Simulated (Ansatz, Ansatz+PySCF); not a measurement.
```yaml
atoms:
  - { symbol: Be, position_ang: [0.0000, 0.0000, 0.0000] }
  - { symbol: H, position_ang: [0.0000, 0.6747, 1.4552] }
  - { symbol: H, position_ang: [0.0000, -0.6747, 1.4552] }
```

Basis set: cc-pVDZ (spherical functions). All electrons are correlated. Charge 0, multiplicity 1.

Computed with Ansatz (development build ahead of 0.2.0); each method stands on the lowest determinant of its kind that the runs found. Restricted open shells among the atoms or ions are ROHF, correlated in semicanonical orbitals with singles. Restricted functionals stand beside restricted open-shell atoms, which can lie above the unrestricted atoms usual in DFT and then raise those values.

Task: Give the atomization energy at this shape (free ground-state atoms in the same class of orbitals less the molecule, no zero-point energy) of singlet BeH2 by r²SCAN (unrestricted), ωB97X (unrestricted), PBE0 (unrestricted), PBE (unrestricted), ωB97X (restricted), r²SCAN (restricted), UHF-CCSDT(Q), UHF-CCSD(T), PBE0 (restricted), PBE (restricted), UHF-MP2, RHF-CCSDT(Q), RHF-CCSD(T), UHF, RHF-MP2, RHF.

Result:

```
               method  atomization energy
r²SCAN (unrestricted)             2.99 eV
 ωB97X (unrestricted)             2.43 eV
  PBE0 (unrestricted)             2.70 eV
   PBE (unrestricted)             2.78 eV
   ωB97X (restricted)             1.45 eV
  r²SCAN (restricted)             1.76 eV
         UHF-CCSDT(Q)             2.35 eV
          UHF-CCSD(T)             2.18 eV
    PBE0 (restricted)             1.51 eV
     PBE (restricted)             1.75 eV
              UHF-MP2             2.16 eV
         RHF-CCSDT(Q)             1.18 eV
          RHF-CCSD(T)             1.14 eV
                  UHF             1.71 eV
              RHF-MP2             0.80 eV
                  RHF            -0.20 eV
```

Caution: another spin multiplicity may lie lower. Caution for r²SCAN (unrestricted), PBE (unrestricted): the unrestricted determinant is spin contaminated. Caution for ωB97X (unrestricted), PBE0 (unrestricted), UHF-CCSDT(Q), UHF-CCSD(T), UHF-MP2, UHF: the unrestricted determinant is a mixture of spin states. Caution for ωB97X (restricted), r²SCAN (restricted), PBE0 (restricted), PBE (restricted), RHF-CCSDT(Q), RHF-CCSD(T), RHF-MP2, RHF: an unrestricted determinant lies well below. Caution for ωB97X (restricted), PBE0 (restricted), PBE (restricted): the determinant breaks the point group. Caution for UHF-CCSDT(Q), UHF-CCSD(T), UHF-MP2, RHF-CCSDT(Q), RHF-CCSD(T), RHF-MP2: a plain start can end on a higher determinant; large amplitudes, a single reference is doubtful. Caution for UHF-CCSDT(Q): the amplitudes may be one of several solutions. Caution for UHF-CCSD(T): the program doubts this total. Caution for RHF-CCSD(T): another reference gives a lower total. Caution for UHF: a free atom is spin contaminated.
